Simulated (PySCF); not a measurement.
Shapes and spin states of Ga₃

All numbers come from PBE0 in PySCF with Ga def2-TZVP; no relativity; density-fitted integrals.

Relaxations began from a few typed shapes and spin states; open shells are unrestricted. The search is not exhaustive: other isomers or separated fragments can lie lower, and high-lying points may rest on an excited occupation.

Problem. Which is the lowest minimum found?
A. quartet D∞h: Ga–Ga 2.530 Å (×2); Ga–Ga–Ga 180.0°
B. doublet D3h: Ga–Ga 2.516 Å (×3); Ga–Ga–Ga 60.0° (×3)
C. broken-symmetry Ms = 1/2 (⟨S²⟩ 1.56) C2v: Ga–Ga 2.575 Å (×2), Ga–Ga 2.862 Å; Ga–Ga–Ga 56.2° (×2), Ga–Ga–Ga 67.5°
D. broken-symmetry Ms = 1/2 (⟨S²⟩ 1.77) D∞h: Ga–Ga 2.533 Å (×2); Ga–Ga–Ga 180.0°
E. doublet D∞h: Ga–Ga 2.554 Å (×2); Ga–Ga–Ga 180.0°
F. quartet C2v: Ga–Ga 2.565 Å (×2), Ga–Ga 3.075 Å; Ga–Ga–Ga 53.2° (×2), Ga–Ga–Ga 73.6°

Solution. F. The others lie at 3.2 (doublet D3h), 12.7 (broken-symmetry Ms = 1/2 C2v), 29.5 (quartet D∞h), 53.5 (broken-symmetry Ms = 1/2 D∞h), 92.1 (doublet D∞h, a saddle point) kJ/mol above it.

The electron or spin density has lower symmetry than the nuclear frame for the broken-symmetry Ms = 1/2 (⟨S²⟩ 1.56) C2v at 12.7 kJ/mol, broken-symmetry Ms = 1/2 (⟨S²⟩ 1.77) D∞h at 53.5 kJ/mol, doublet D∞h at 92.1 kJ/mol.
